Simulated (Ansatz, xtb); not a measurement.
# C2H8AlFSi: which of two isomers lies lower

Structure X is `[CH3][Al]([F])[CH2][SiH3]`, a singlet and structure Y is `C[SiH2][Al]([CH3])[F]`, a singlet. Both are isolated molecules in the gas phase, relaxed with B3LYP-D3(BJ)/def2-SVP; the shapes shown needn't be the lowest conformers.

X (Å):

```xyz
13

C    -0.9089   -1.4248   -1.3613
C     1.9520    0.3331   -2.2187
Al    0.2288   -0.4775   -2.6234
F    -0.2979   -0.3768   -4.2112
Si    3.3723   -0.8935   -2.0728
H    -1.9391   -1.0298   -1.3733
H    -0.5326   -1.3714   -0.3270
H    -0.9788   -2.4920   -1.6366
H     1.8758    0.8693   -1.2549
H     2.2059    1.0734   -2.9973
H     3.0767   -1.8932   -1.0007
H     4.6715   -0.2343   -1.7428
H     3.5429   -1.6442   -3.3539
```

Y (Å):

```xyz
13

C    -2.7159   -1.2726    1.1088
C     1.2116    0.1443   -0.1080
Al    0.0971   -1.0608   -1.1651
F     0.7371   -1.5652   -2.6325
Si   -2.1215   -1.9237   -0.5742
H    -2.0220   -1.5672    1.9122
H    -3.7124   -1.6715    1.3561
H    -2.7806   -0.1728    1.1047
H    -2.0973   -3.4220   -0.5411
H    -3.1170   -1.5437   -1.6283
H     1.5507    1.0028   -0.7135
H     0.6972    0.5361    0.7847
H     2.1229   -0.3788    0.2338
```

Q: Estimate E(Y) − E(X) at the level CCSD(T)/def2-SVP + ΔMP2/def2-TZVPP.

A: Calculated at CCSD(T)/def2-SVP + ΔMP2/def2-TZVPP: E(Y) − E(X) = +4.2 kcal/mol, so structure X lies lower.

How the difference moves with the method:

```csv
level,geometry,E(Y) − E(X) (kcal/mol),departure from the last row (kcal/mol),"job, with rough time for the two"
B3LYP-D3(BJ)/def2-SVP,B3LYP-D3(BJ)/def2-SVP,+3.5,−0.7,"optimisation, 8.3 min"
HF/def2-SVP,B3LYP-D3(BJ)/def2-SVP,+4.5,+0.4,part of the CCSD(T) run
MP2/def2-SVP,B3LYP-D3(BJ)/def2-SVP,+5.7,+1.5,part of the CCSD(T) run
CCSD(T)/def2-SVP,B3LYP-D3(BJ)/def2-SVP,+4.0,−0.1,single point
CCSD(T)/def2-SVP + ΔMP2/def2-TZVPP,B3LYP-D3(BJ)/def2-SVP,+4.2,,"single point, 73 s"
```

As drawn, Y has 1 Al–Si, 1 C–H in place of 1 C–Al, 1 Si–H.

The levels shown agree on the order. The largest departure from CCSD(T)/def2-SVP + ΔMP2/def2-TZVPP is that of MP2/def2-SVP, 1.5 kcal/mol. Levels run at GFN2-xTB geometries aren't shown. The last row adds to CCSD(T) the change of the MP2 difference between the two basis sets, here +0.1 kcal/mol.

With harmonic frequencies from B3LYP-D3(BJ)/def2-SVP (ideal gas, rigid rotor, one conformer each, 298.15 K, 1 atm): on the last row, ΔE + ΔZPE = +5.5 kcal/mol. A mode under 50 cm⁻¹ makes harmonic enthalpies and free energies unreliable, so none is given.

The correlated steps freeze 13 core orbitals. Programs: Ansatz 0.2.0; the last row on 2 threads of Intel(R) Xeon(R) Processor @ 2.50GHz (Skylake/Cascade Lake) on a shared host.
